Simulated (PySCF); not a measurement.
Si(CCH)2(H)(Me), SMILES C#C[SiH](C)C#C (C5H6Si), PBE0/def2-SVP optimised geometry.

```
12

Si    -1.83    -0.71     0.00
C     -2.48    -1.63     1.49
C     -2.43    -1.51    -1.55
C     -2.84    -2.04    -2.56
C      0.01    -0.71     0.00
C      1.22    -0.71     0.02
H     -2.30     0.71     0.00
H     -3.58    -1.63     1.50
H     -2.13    -2.67     1.49
H     -2.13    -1.15     2.42
H     -3.20    -2.51    -3.46
H      2.30    -0.70     0.04
```

Density from PBE0/def2-TZVP (PySCF) at that geometry.

Minimum of the electron density along straight lines between bonded atoms, close to the bond critical point (lines longer than 1.1 times the sum of covalent radii, or with two minima, are not listed):

```
bond    length / Å  ρ at the minimum / e bohr⁻³  ∇²ρ there / e bohr⁻⁵  position (fraction from the first atom)
------  ----------  ---------------------------  --------------------  ---------------------------------------
Si1–C2       1.870                        0.123                   [?]                                     0.39
Si1–C3       1.839                        0.117                  0.30                                     0.39
C3–C4        1.217                        0.412                 -1.22                                     0.47
Si1–C5       1.839                        0.117                  0.30                                     0.39
C5–C6        1.217                        0.412                 -1.22                                     0.47
Si1–H7       1.492                        0.122                   [?]                                     0.49
C2–H8        1.101                        0.267                 -0.87                                     0.64
C2–H9        1.100                        0.267                 -0.88                                     0.64
C2–H10       1.101                        0.267                 -0.87                                     0.64
C4–H11       1.076                        0.284                 -1.05                                     0.67
C6–H12       1.076                        0.284                 -1.05                                     0.67
```

**Question.** Complete the blanks.

**Answer.** 
- Si1–C2, ∇²ρ there / e bohr⁻⁵: 0.18
- Si1–H7, ∇²ρ there / e bohr⁻⁵: 0.14
